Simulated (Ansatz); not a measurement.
The molecule ZnO+, multiplicity 2 (lowest of 2S+1 = 2, 4 at CCSD(T)/def2-TZVPP on PBE0 minima; our sources give no spin for the ground state, which may be another). No spin–orbit coupling. Zn is treated without relativity.

Seven points along R, fitted to fifth degree in 1/R; most abundant isotopes. In def2 and cc sets the state is the lowest found near the PBE0 minimum, followed along R.

Programs: Ansatz (Gaussian orbitals). 

Energies at B97M-V/def2-TZVPP:

```csv
R (Å),E (hartree)
1.670403,-1853.82676297
1.715306,-1853.83093904
1.756617,-1853.83288498
1.803316,-1853.83336090
1.850016,-1853.83241690
1.903900,-1853.83001817
1.966764,-1853.82599889
```

**Question.** With a reduced mass of 12.7939 u, find the minimum, the force constant and the constants.

**Answer.** A fifth-degree polynomial in 1/R puts the minimum at r_e = 1.7937 Å with force constant 299 N/m. Then ω_e = (1/2πc)√(k/μ) = 630 cm⁻¹ and B_e = h/(8π²cμr_e²) = 0.4095 cm⁻¹; the cubic and quartic terms give α_e = 0.0039 and ω_e x_e = 5.0 cm⁻¹.

Ansatz is a quantum-chemistry and plane-wave program.
